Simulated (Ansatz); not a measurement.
Reaction (formal exchange of groups at the Sn–C bond): `N=C(O)[CH2][SnH3]` + `CO[SiH2]S` → `CO[SiH2][SnH3]` + `N=C(O)CS`

Computed with Ansatz on PBE0-D4/def2-TZVP structures; ΔE is electronic, products minus reactants. CCSD(T)/CBS is the MP2 limit (def2-TZVPP, def2-QZVPP) plus CCSD(T) − MP2 in def2-TZVPP, frozen cores. This one scheme is used for every species. Functionals use def2-TZVPP. def2 core potentials past Kr. For Sn outer-core shells are correlated without core-valence functions, which leaves a few kJ/mol of doubt a bond. Each species was taken in one conformer, which may not be the lowest.

CCSD(T)/CBS gives +20.2 kcal/mol.

Q: Another level gave +19.0 kcal/mol. Which?
A. PBE0/def2-TZVPP
B. SCS-MP2/def2-TZVPP
C. ωB97X-V/def2-TZVPP
D. CCSD/def2-TZVPP

A: C. ωB97X-V 19.0, CCSD/def2-TZVPP 20.5, PBE0 17.9, SCS-MP2/def2-TZVPP 21.5 kcal/mol.

Largest T1 diagnostic among the species: 0.013.

From PBE to PBE0 (25 % exact exchange), in def2-TZVPP and without D4, ΔE moves by +0.9 kcal/mol.
